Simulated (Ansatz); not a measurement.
Consider the β-hydride elimination: `CO[SiH](N)[SiH3]` → `N[SiH2][SiH3]` + `C=O`.

Computed with Ansatz on PBE0-D4/def2-TZVP structures; ΔE is electronic, products minus reactants. CCSD(T)/CBS is the MP2 limit (def2-TZVPP, def2-QZVPP) plus CCSD(T) − MP2 in def2-TZVPP, frozen cores. This one scheme is used for every species. Each species was taken in one conformer, which may not be the lowest.

```csv
species,CCSD/CBS(def2) energy (Eh)
`CO[SiH](N)[SiH3]`,-751.52445
`N[SiH2][SiH3]`,-637.06503
`C=O`,-114.37786
```

**Question.** Work out ΔE.

**Answer.** ΔE = (-637.06503) + (-114.37786) − (-751.52445) = 0.08156 Eh = +51.2 kcal/mol. CCSD(T)/CBS gives +51.2 kcal/mol.

Largest T1 diagnostic among the species: 0.015.

From PBE to PBE0 (25 % exact exchange), in def2-TZVPP and without D4, ΔE moves by +3.4 kcal/mol. The D4 term adds +3.8 kcal/mol with B3LYP and +2.1 kcal/mol with PBE0; it sums over pairs of atoms, weighted by their polarisabilities, and B3LYP, whose exchange is more repulsive, gets the larger term. In def2-TZVPP, CCSD(T) changes the Hartree–Fock value by +4.5 kcal/mol (the triples alone add +0.0 kcal/mol) and MP2 by +7.0 kcal/mol.

B3LYP here is the variant with VWN-RPA as its local correlation; programs differ in this.
